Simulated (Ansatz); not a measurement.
Process, species as SMILES: [MoH6] (MoH6) -> [MoH5] (MoH5) + H atom (the H-Mo bond at the site shown breaks; other sites are not compared here)
Each molecule is optimised on its own at B3LYP-D3(BJ)/def2-TZVP (Ansatz, a program for electronic structure). Frequencies are from Ansatz. High T1 diagnostic, so coupled cluster is less sure: [MoH6] (MoH6). [MoH5] (MoH5): The spin state was set by rule; other spins were not relaxed.

Wanted: bond dissociation energy (enthalpy at 298 K, with B3LYP-D3(BJ) rigid-rotor harmonic-oscillator terms), in kcal/mol. Correlated levels leave the core frozen unless marked. UHF or UKS for open shells. Spin-orbit coupling is left out. The frozen core is the preceding noble-gas configuration, with the filled d and f shells of earlier blocks. Past Kr the def2 sets carry scalar-relativistic core potentials. STO-3G rows are all-electron and non-relativistic. CBS(X,Y): correlation extrapolated as X^-3; Hartree-Fock from the larger set. The bracket is a focal-point correction in the basis named.

| level | program | bond dissociation energy (kcal/mol) |
|---|---|---|
| SVWN5/def2-TZVPD | Ansatz | ? |
| BLYP-D3(BJ)/def2-TZVPD | Ansatz + dftd3 | 61.0 |
| r2SCAN-D4/def2-TZVPD | Ansatz + dftd4 | ? |
| PBE0/def2-SVP | Ansatz | 58.6 |
| LC-wPBE/def2-TZVPD | Ansatz | 56.6 |
| wB97M-V/def2-TZVPD | Ansatz | 60.2 |
| B2PLYP-D4/def2-TZVPD | Ansatz + dftd4 | 59.6 |
| SCS-MP2/def2-SVPD | Ansatz | 61.6 |
| CCSD/STO-3G | Ansatz | 61.8 |
| RI-MP2/CBS(def2-TZVPPD,def2-QZVPPD)+[CCSD(T)-MP2]/def2-TZVPPD | Ansatz | ? |

### Question
Some entries are withheld; supply them.

### Answer

- SVWN5/def2-TZVPD, bond dissociation energy (kcal/mol): 76.8
- r2SCAN-D4/def2-TZVPD, bond dissociation energy (kcal/mol): 60.8
- RI-MP2/CBS(def2-TZVPPD,def2-QZVPPD)+[CCSD(T)-MP2]/def2-TZVPPD, bond dissociation energy (kcal/mol): 62.3
